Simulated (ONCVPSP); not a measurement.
An all-electron radial function and its pseudo partner (fluorine (F))

Columns: radius, all-electron u(r) and pseudo u(r) of the 2p shell (level -11.11 eV) of fluorine in the configuration [He] 2s2 2p5; PBE, scalar-relativistic, ONCV scheme, ONCVPSP 4.0.1.

| r (bohr) | all-electron | pseudo |
| --- | --- | --- |
| 0.080 | 0.0966 | 0.0348 |
| 0.160 | 0.2790 | 0.1333 |
| 0.240 | 0.4636 | 0.2789 |
| 0.320 | 0.6191 | 0.4489 |
| 0.400 | 0.7380 | 0.6185 |
| 0.480 | 0.8216 | 0.7661 |
| 0.560 | 0.8738 | 0.8773 |
| 0.640 | 0.9000 | 0.9458 |
| 0.720 | 0.9058 | 0.9733 |
| 0.800 | 0.8964 | 0.9672 |
| 0.880 | 0.8760 | 0.9373 |
| 0.960 | 0.8478 | 0.8938 |
| 1.040 | 0.8146 | 0.8448 |
| 1.120 | 0.7782 | 0.7955 |
| 1.200 | 0.7400 | 0.7485 |
| 1.280 | 0.7013 | 0.7047 |
| 1.360 | 0.6626 | 0.6637 |
| 1.440 | 0.6247 | 0.6248 |
| 1.520 | 0.5877 | 0.5877 |
| 1.600 | 0.5522 | 0.5522 |
| 1.680 | 0.5181 | 0.5181 |
| 1.760 | 0.4856 | 0.4856 |
| 1.840 | 0.4547 | 0.4547 |
| 1.920 | 0.4256 | 0.4255 |
| 2.000 | 0.3980 | 0.3980 |
| 2.080 | 0.3721 | 0.3721 |

Question: How many radial nodes do the two functions have?

Answer: The all-electron 2p function has n − l − 1 = 0; the pseudo-wave has 0.

Question: At about which radius was the pseudo-wave matched?

Answer: 1.60 bohr. The columns agree to 0.0005 from 1.44 bohr on; several derivatives are matched, so the curves merge somewhat inside the radius.

Question: Where does each function peak?

Answer: Outermost all-electron maximum near 0.72 bohr, pseudo maximum near 0.72 bohr (to the table’s step).

Question: Is the pseudo-wave norm-conserving?

Answer: Yes: the ONCV scheme keeps the norm inside the radius equal to the all-electron one, which fixes the energy derivative of the logarithmic derivative at the level.
